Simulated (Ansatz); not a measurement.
Basis-set extrapolation for `N[SiH2][SiH](O)O` (PBE0-D4/def2-TZVP geometry, frozen core, Ansatz). Multiplicity 1, RHF reference.

```json
{"": "HF", "def2-TZVPP": "-786.364931", "def2-QZVPP": "-786.393724"}
{"": "MP2 correlation", "def2-TZVPP": "-0.942450", "def2-QZVPP": "-1.017250"}
{"": "CCSD(T) correlation", "def2-TZVPP": "-1.018308", "def2-QZVPP": "not run"}
```

Energies in hartree. Use E(X) = E(∞) + A·exp(−7.88·√X) for Hartree–Fock and E(X) = E(∞) + B·X^(−2.97) for correlation, with X = 3 and 4, and add CCSD(T) minus MP2 of the smaller set to the MP2 limit.

What is the CCSD(T) energy at the basis-set limit?

HF limit: -786.393724 + (-0.028793) × 0.13774 = -786.39769. MP2 limit: -1.017250 + (-0.074800) × 0.74074 = -1.07266. Higher-order term: -1.018308 − (-0.942450) = -0.07586. Total: -787.54621 hartree, 102.3 kcal/mol below CCSD(T)/def2-TZVPP.
